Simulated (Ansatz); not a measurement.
```yaml
crystal:
  periodic: [false, false, false]
  atoms:
    - {symbol: O, position_ang: [0.703074, -0.233435, 0.360651]}
    - {symbol: Sc, position_ang: [-0.703074, 0.233435, -0.360651]}
basis:
  gaussian: {orbitals: ANO-RCC-VTZP}
total_charge: 4
magnetization: {spin_polarized: true, initial_magnetization: 1}
hamiltonian: {xc: {name: wB97X-V}}
```

```sh
$ ansatz run in.yaml --threads 2 --pin off --events-out ev --progress --plain --max-ram 22528MiB --backend cpu
```

Shortened log:

```
Functional definition: wB97X-V
772 factors; their error is unknown
139 factors; integrals over basis functions are off by at most 3.5e-5 eV
mean field evaluation 1: about -22685.1869 eV, gradient 1.4e2 eV
mean field evaluation 2: about -22480.4688 eV, gradient 2.3e2 eV
mean field evaluation 4: about -22747.4319 eV, gradient 6.9e0 eV
mean field evaluation 8: about -22747.6182 eV, gradient 1.2e-1 eV
mean field evaluation 16: about -22747.6535 eV, gradient 1.5e-4 eV
mean field -22749.86826363 eV, -836.0422382740 hartree, gradient 6.5e-6 eV, S^2 1.753312; 7 other end points of the search recorded, 0 dependent functions left out
reference -22749.86826268 eV, -836.0422382389 hartree; 13, 12 occupied and 76, 77 virtual orbitals, 772 factors
Total energy: -22749.86826268 eV, -836.0422382389 hartree
Relativity: scalar
```

(1) Something in this input is off. What?

Answers

(1) The charge is far from anything that the molecule holds. The calculation finished and met its thresholds. The result belongs to that input, not to the molecule as meant.
